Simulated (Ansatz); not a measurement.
Ansatz (a quantum-chemistry and plane-wave program) input (RI-MP2/aug-cc-pVTZ):
A basis named .json is the Basis Set Exchange file of that set.

Ansatz 0.2 input:
```yaml
crystal:
  periodic: [false, false, false]
  atoms:
    - {symbol: B, position_ang: [-0.00000000, -0.00000000, -1.31080356]}
    - {symbol: N, position_ang: [0.00000000, 0.00000000, 0.00000000]}
    - {symbol: B, position_ang: [0.00000000, 0.00000000, 1.31080356]}
basis:
  gaussian:
    orbitals: aug-cc-pVTZ
    fitting: {mean_field: def2-universal-jkfit, correlation: aug-cc-pVTZ-RIFIT.json}
total_charge: -1
magnetization: {spin_polarized: false}
correlation: {method: mp2, electrons: outside_noble_gas}
```

End of the output:

```
integrals: 0.05 GiB planned
227 factors; integrals over basis functions are off by at most 4.3e-1 eV
318 factors; integrals over basis functions are off by at most 3.9e-1 eV
mean field: 0.19 GiB planned
mean field evaluation 1: about -2824.0323 eV, gradient 1.7e1 eV
mean field evaluation 2: about -2825.0149 eV, gradient 6.2e0 eV
mean field evaluation 4: about -2825.1632 eV, gradient 1.7e-1 eV
mean field evaluation 8: about -2825.1634 eV, gradient 1.6e-6 eV
mean field -2825.16342298 eV, -103.8228408300 hartree, gradient 1.6e-6 eV, S^2 0.000000; 0 other end points of the search recorded, 0 dependent functions left out
3 core orbitals not correlated
reference -2825.16342298 eV, -103.8228408300 hartree; 6, 6 occupied and 129, 129 virtual orbitals, 318 factors
second order -9.75929173 eV of doubles, -0.00000000 eV of singles
Total energy: -2834.92271471 eV, -104.1814881861 hartree
```

This state (charge -1, singlet) is run at the relaxed geometry of the species with charge 0 and multiplicity 2.
